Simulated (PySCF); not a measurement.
Cl$_{5}$Ta (SMILES [Cl][Ta]([Cl])([Cl])([Cl])[Cl]), singlet, at a GFN2-xTB geometry (such geometries of metal compounds can be far from the true shape) (core potentials on Ta); PySCF with DF-BLYP/def2-SVP.

PySCF was given this input:
```python
from pyscf import gto, scf, dft

mol = gto.M(
    atom='''
Ta   -0.00000000    0.00000000    0.00000000
Cl    1.59861123   -0.60586928    1.55347509
Cl   -1.59861123    0.60586928   -1.55347509
Cl    0.28032479    2.17020709    0.55793071
Cl    1.25052377   -0.91398127   -1.64331859
Cl   -1.53084855   -1.25622582    1.08538789
''',
    basis='def2-svp',
    ecp={'Ta': 'def2-svp'},
    verbose=4,
    symmetry=True,
)

mf = dft.RKS(mol)
mf.xc = 'blyp'
mf.irrep_nelec = {'A1': 42, 'A2': 8, 'B1': 22, 'B2': 26}
mf = mf.density_fit(auxbasis='def2-universal-jkfit')
mf.kernel()
mf.analyze()
```

What the program printed (banner, timings and long lists left out):

```
PySCF version 2.14.0

[INPUT] verbose = 4
[INPUT] num. atoms = 6
[INPUT] num. electrons = 98
[INPUT] charge = 0
[INPUT] spin (= nelec alpha-beta = 2S) = 0
[INPUT] symmetry True subgroup None
[INPUT] Mole.unit = angstrom
[INPUT] Symbol           X                Y                Z      unit          X                Y                Z       unit  Magmom
[...]
nuclear repulsion = 691.065410727562
point group symmetry = D3h, use subgroup C2v
symmetry origin: [ 2.03324961e-09 -4.49710592e-17  2.03324961e-09]
symmetry axis x: [ 0.71109491  0.08749938 -0.6976302 ]
symmetry axis y: [ 0.69205115 -0.26228549  0.67251136]
symmetry axis z: [-0.12413395 -0.96101518 -0.24706392]
num. orbitals of irrep A1 = 50
num. orbitals of irrep A2 = 14
num. orbitals of irrep B1 = 29
num. orbitals of irrep B2 = 29
number of shells = 52
number of NR pGTOs = 237
number of NR cGTOs = 122
basis = def2-svp
ecp = {'Ta': 'def2-svp'}

******** <class 'pyscf.df.df_jk.DFSymAdaptedRKS'> ********
method = DFSymAdaptedRKS
initial guess = minao
damping factor = 0
level_shift factor = 0
DIIS = <class 'pyscf.scf.diis.CDIIS'>
diis_start_cycle = 1
diis_space = 8
diis_damp = 0
SCF conv_tol = 1e-09
SCF conv_tol_grad = None
SCF max_cycles = 50
direct_scf = False
XC library pyscf.dft.libxc version 7.1.2
    S. Lehtola, C. Steigemann, M. J. T. Oliveira, and M. A. L. Marques,  SoftwareX 7, 1–5 (2018)
XC functionals = blyp
    A. D. Becke,  Phys. Rev. A 38, 3098 (1988)
    C. Lee, W. Yang, and R. G. Parr,  Phys. Rev. B 37, 785 (1988)
    B. Miehlich, A. Savin, H. Stoll, and H. Preuss,  Chem. Phys. Lett. 157, 200 (1989)
radial grids:
    Treutler-Ahlrichs [JCP 102, 346 (1995); DOI:10.1063/1.469408] (M4) radial grids

becke partition: Becke, JCP 88, 2547 (1988); DOI:10.1063/1.454033
pruning grids: <function nwchem_prune>
grids dens level: 3
symmetrized grids: True
atomic radii adjust function: <function treutler_atomic_radii_adjust>
small_rho_cutoff = 0
Freeze 98 electrons in irreps ['A1', 'A2', 'B1', 'B2']
    0 free electrons in irreps
Set gradient conv threshold to 3.16228e-05
Initial guess from minao.
tot grids = 118408
init E= -2345.1732829926
HOMO (B2) = -0.422481898254132  LUMO (B1) = -0.494710059219239  gap/eV = -1.96543

WARN: A1 HOMO -0.494709809335261 > system LUMO -0.494710059219239

WARN: A2 HOMO -0.47559503729127 > system LUMO -0.494710059219239

WARN: A2 LUMO -0.422481972577911 < system HOMO -0.422481898254132

WARN: B1 LUMO -0.494710059219239 < system HOMO -0.422481898254132

WARN: B2 HOMO -0.422481898254132 > system LUMO -0.494710059219239

cycle= 1 E= -2355.51776903022  delta_E= -10.3  |g|= 2.56  |ddm|= 8.29
HOMO (B2) = 0.109665514984569  LUMO (B1) = -0.142966739704412  gap/eV = -6.87447

WARN: A1 HOMO -0.110138552680695 > system LUMO -0.142966739704412

WARN: A1 LUMO 0.0778688801489471 < system HOMO 0.109665514984569

WARN: B1 LUMO -0.142966739704412 < system HOMO 0.109665514984569

WARN: B2 HOMO 0.109665514984569 > system LUMO -0.142966739704412

cycle= 2 E= -2351.62991940984  delta_E= 3.89  |g|= 3.99  |ddm|= 9.93
HOMO (B2) = -0.056575662589563  LUMO (B1) = -0.285552323435255  gap/eV = -6.23077

WARN: A1 HOMO -0.285299982000659 > system LUMO -0.285552323435255

WARN: A1 LUMO -0.0683544301883077 < system HOMO -0.056575662589563

WARN: A2 LUMO -0.0861859134905112 < system HOMO -0.056575662589563

WARN: B1 LUMO -0.285552323435255 < system HOMO -0.056575662589563

WARN: B2 HOMO -0.056575662589563 > system LUMO -0.285552323435255

cycle= 3 E= -2356.66792564631  delta_E= -5.04  |g|= 1.01  |ddm|= 9.14
HOMO (B2) = -0.0847960380153447  LUMO (B1) = -0.229622814713375  gap/eV = -3.94094

WARN: A2 HOMO -0.204057168021346 > system LUMO -0.229622814713375

WARN: B1 LUMO -0.229622814713375 < system HOMO -0.0847960380153447

WARN: B2 HOMO -0.0847960380153447 > system LUMO -0.229622814713375

cycle= 4 E= -2356.17249998752  delta_E= 0.495  |g|= 1.73  |ddm|= 3.12
HOMO (B2) = -0.0667882011659828  LUMO (B1) = -0.24187229122477  gap/eV = -4.76428

[...]

WARN: A2 LUMO -0.0863118537074021 < system HOMO -0.0611086722100762

WARN: B1 LUMO -0.306466796739354 < system HOMO -0.0611086722100762

WARN: B2 HOMO -0.0611086722100762 > system LUMO -0.306466796739354

cycle= 44 E= -2357.13576833884  delta_E= 0.0313  |g|= 0.279  |ddm|= 1.23
HOMO (B2) = -0.0616324002546582  LUMO (B1) = -0.307203188619567  gap/eV = -6.68232

WARN: A1 HOMO -0.288827667934763 > system LUMO -0.307203188619567

WARN: A2 HOMO -0.284013810342373 > system LUMO -0.307203188619567

WARN: A2 LUMO -0.0865236529229247 < system HOMO -0.0616324002546582

WARN: B1 LUMO -0.307203188619567 < system HOMO -0.0616324002546582

WARN: B2 HOMO -0.0616324002546582 > system LUMO -0.307203188619567

cycle= 45 E= -2357.07117771618  delta_E= 0.0646  |g|= 0.413  |ddm|= 1.01
HOMO (B2) = -0.0617854246228915  LUMO (B1) = -0.306844125606585  gap/eV = -6.66839

WARN: A1 HOMO -0.289097033645025 > system LUMO -0.306844125606585

WARN: A2 HOMO -0.284091651848799 > system LUMO -0.306844125606585

WARN: A2 LUMO -0.0867348494583025 < system HOMO -0.0617854246228915

WARN: B1 LUMO -0.306844125606585 < system HOMO -0.0617854246228915

WARN: B2 HOMO -0.0617854246228915 > system LUMO -0.306844125606585

cycle= 46 E= -2357.04237868289  delta_E= 0.0288  |g|= 0.434  |ddm|= 0.472
HOMO (B2) = -0.0636562492494557  LUMO (B1) = -0.306622469887966  gap/eV = -6.61145

WARN: A1 HOMO -0.288616096846649 > system LUMO -0.306622469887966

WARN: A2 HOMO -0.284302474758535 > system LUMO -0.306622469887966

WARN: A2 LUMO -0.0886605352158647 < system HOMO -0.0636562492494557

WARN: B1 LUMO -0.306622469887966 < system HOMO -0.0636562492494557

WARN: B2 HOMO -0.0636562492494557 > system LUMO -0.306622469887966

cycle= 47 E= -2357.10781227689  delta_E= -0.0654  |g|= 0.363  |ddm|= 1.15
HOMO (B2) = -0.06262694107832  LUMO (B1) = -0.305808475609788  gap/eV = -6.61731

WARN: A1 HOMO -0.288042707129646 > system LUMO -0.305808475609788

WARN: A2 HOMO -0.284464978389751 > system LUMO -0.305808475609788

WARN: A2 LUMO -0.0877363735257424 < system HOMO -0.06262694107832

WARN: B1 LUMO -0.305808475609788 < system HOMO -0.06262694107832

WARN: B2 HOMO -0.06262694107832 > system LUMO -0.305808475609788

cycle= 48 E= -2357.12559035485  delta_E= -0.0178  |g|= 0.315  |ddm|= 0.275
HOMO (B2) = -0.0622316003327485  LUMO (B1) = -0.305061545849294  gap/eV = -6.60774

WARN: A1 HOMO -0.288261732507115 > system LUMO -0.305061545849294

WARN: A2 HOMO -0.285009701431964 > system LUMO -0.305061545849294

WARN: A2 LUMO -0.0879734230651341 < system HOMO -0.0622316003327485

WARN: B1 LUMO -0.305061545849294 < system HOMO -0.0622316003327485

WARN: B2 HOMO -0.0622316003327485 > system LUMO -0.305061545849294

cycle= 49 E= -2357.08672151334  delta_E= 0.0389  |g|= 0.419  |ddm|=  0.3
HOMO (B2) = -0.0633403801203232  LUMO (B1) = -0.307547105669219  gap/eV = -6.64520

WARN: A1 HOMO -0.289112466153062 > system LUMO -0.307547105669219

WARN: A2 HOMO -0.284497449745901 > system LUMO -0.307547105669219

WARN: A2 LUMO -0.0877344791667272 < system HOMO -0.0633403801203232

WARN: B1 LUMO -0.307547105669219 < system HOMO -0.0633403801203232

WARN: B2 HOMO -0.0633403801203232 > system LUMO -0.307547105669219

cycle= 50 E= -2357.1417485535  delta_E= -0.055  |g|= 0.258  |ddm|= 0.469
SCF not converged.
SCF energy = -2357.1417485535
**** SCF Summaries ****
Total Energy =                       -2357.141748553502111
Nuclear Repulsion Energy =             691.065410727562266
One-electron Energy =                -4650.888430226245873
Two-electron Energy =                 1602.681270945181723
Two-electron Coulomb Energy =         1750.791353787325534
DFT Exchange-Correlation Energy =     -148.110082842143896
HOMO-LUMO gap [eV] =                    -6.645203477591196
Wave-function symmetry = A1
occupancy for each irrep:     A1   A2   B1   B2
                              21    4   11   13
**** MO energy ****
[...]
Dipole moment(X, Y, Z, Debye):  0.67018,  5.18839,  1.33386
```

Convergence was not reached.
